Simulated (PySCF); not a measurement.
A structure optimised at B3LYP-D3(BJ)/def2-SVP, used in a PySCF frequency run:

```xyz
10

F      0.3838     1.6969    -1.2742
Si     0.0262     0.7890     0.0000
F     -1.5567     0.5185     0.0000
F      0.3838     1.6969     1.2742
N      0.7880    -0.7204     0.0000
Si     0.0008    -2.3011     0.0000
H      1.8051    -0.7338     0.0000
H      1.0995    -3.3048     0.0000
H     -0.8490    -2.4792    -1.2086
H     -0.8490    -2.4792     1.2086
```
Charge 0, spin multiplicity 1.

Problem. Write its SMILES, formula and point group.

Solution. F[Si](F)(F)N[SiH3], F3H4NSi2, Cs

Problem. What are its rotational constants (standard atomic weights)?

Solution. 3.8606, 1.3464, 1.3406 GHz
